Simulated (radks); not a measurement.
Task: The mean radii <r> (bohr) of the occupied orbitals of an atom or ion are listed with their occupations. All-electron calculation, scalar-relativistic Kohn-Sham, BLYP, spin-unpolarised, spherical densities, finite nucleus; Fermi nuclear charge, rms radius of each element as measured or else 0.836 A^(1/3) + 0.57 fm. Program: a radial shooting solver on a logarithmic mesh with Libxc functionals.

| orbital | occ. | <r> |
|---|---|---|
| 1s | 2 | 0.05213 |
| 2s | 2 | 0.2352 |
| 2p | 6 | 0.2064 |
| 3s | 2 | 0.7126 |
| 3p | 6 | 0.7503 |
| 3d | 10 | 1.018 |

Name the element and its charge.

Result: Z = 29, copper, charge +1: Cu+ in [Ar] 3d10. The 1s radius gives Z: for a bare nucleus <r> = (2 gamma + 1)/(2Z) with gamma = sqrt(1 - (Z/c)^2), 0.05094 bohr for Z = 29, and screening makes it slightly larger (0.05213 here). The occupations add up to 28, and the charge is Z minus that.
